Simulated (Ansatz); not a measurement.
Species: H3AlS3, SMILES `[SH][Al]([SH])[SH]` (charge 0, multiplicity 1).

Give a relaxed geometry from B3LYP-D3(BJ)/def2-TZVP (Ansatz, a first-principles code).

Several could match; the one computed here: the end point of this relaxation, one of several conformers (outside a Z-matrix the atoms follow the SMILES, hydrogens last).
Cartesian coordinates (Å) in one orientation:
```xyz
7

S     -1.366    -1.793     0.324
Al     0.175    -0.262     0.095
S      2.239    -0.887     0.423
S     -0.237     1.820    -0.434
H     -2.379    -0.951     0.057
H      2.734     0.336     0.159
H     -1.566     1.644    -0.528
```
